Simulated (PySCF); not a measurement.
## Hg³⁺ (mercury, charge +3) across methods

[Xe] 4f14 5d9, 2D determinant. All numbers are calculated (PySCF 2.14, a scalar-relativistic core potential, in aug-cc-pVTZ-PP with one added diffuse shell each of s, p, d, f, g type with ECP60MDF (7s7p6d4f3g, 113 functions)). The B2PLYP total includes its PT2 part (frozen core); its orbital energies are those of the SCF part.

| method | E (hartree) | mean ε 5p β (eV) | mean ε 5d α (eV) | mean ε 5d β (eV) | Σ⟨r²⟩ (bohr²) | ⟨S²⟩ |
| --- | --- | --- | --- | --- | --- | --- |
| PBE0 | -151.1463 | -104.30 | -44.886 | -44.021 | 29.32 | 0.753 |
| wB97X-V | -151.1331 | -106.62 | -47.313 | -46.548 | 29.30 | 0.751 |
| r2SCAN | -151.2014 | -102.04 | -43.263 | -42.342 | 29.24 | 0.755 |
| PBE | -151.1610 | -100.32 | -42.840 | -42.053 | 29.44 | 0.752 |
| M06 | -151.1672 | -103.77 | -44.934 | -44.012 | 29.29 | 0.753 |
| LDA | -150.8621 | -100.35 | -43.006 | -42.221 | 29.62 | 0.751 |
| UHF | -150.36774 | -115.03 | -49.952 | -48.795 | 29.16 | 0.755 |
| B2PLYP | -150.9594 | -108.38 | -46.772 | -45.826 | 29.31 | 0.753 |

Energies and moments cover only the electrons outside the core potential. Spin-orbit coupling, absent here, splits the open shell strongly.
